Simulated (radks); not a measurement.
The numbers below are computed, except where a source is named.
Effect of the nuclear size on neutral cerium, [Xe] 4f1 5d1 6s2. Level of theory: Dirac Kohn-Sham, exchange-only LDA, spin-unpolarised, spherical densities, finite nucleus; open shells fill j = l - 1/2 first; Fermi nuclear charge, rms radius 4.8771 fm (a radial shooting solver on a logarithmic mesh with Libxc functionals). The rms radius is varied about that value; shifts are against it.

rms radius (fm)  total energy shift (eV)  density at nucleus (e/bohr^3)  1s1/2 shift (meV)  2s1/2 shift (meV)  5s1/2 shift (meV)  5p1/2 shift (meV)  6s1/2 shift (meV)  5d3/2 shift (meV)  6p1/2 (empty) shift (meV)
4.2821                             -2.39                      3.918e+05               -993               -121             -0.883              0.156             -0.051              0.095                      0.036
4.6284                             -1.03                      3.855e+05               -427              -52.2             -0.380              0.067             -0.022              0.041                      0.015
4.8771                                 0                      3.814e+05              0.000              0.000              0.000              0.000              0.000              0.000                      0.000
5.0868                             0.900                      3.781e+05                374               45.7              0.333             -0.059              0.019             -0.036                     -0.013
5.8476                              4.42                      3.673e+05               1840                224               1.63             -0.288              0.095             -0.175                     -0.066

Slopes of the eigenvalues against <r^2> in GHz/fm^2, as finite differences over the two radii next to the reference (eigenvalue slopes, not the field-shift constants of lines): 1s1/2 43500, 2s1/2 5310, 5s1/2 38.7, 5p1/2 -6.84, 6s1/2 2.26, 5d3/2 -4.16, 6p1/2 (empty) -1.56.
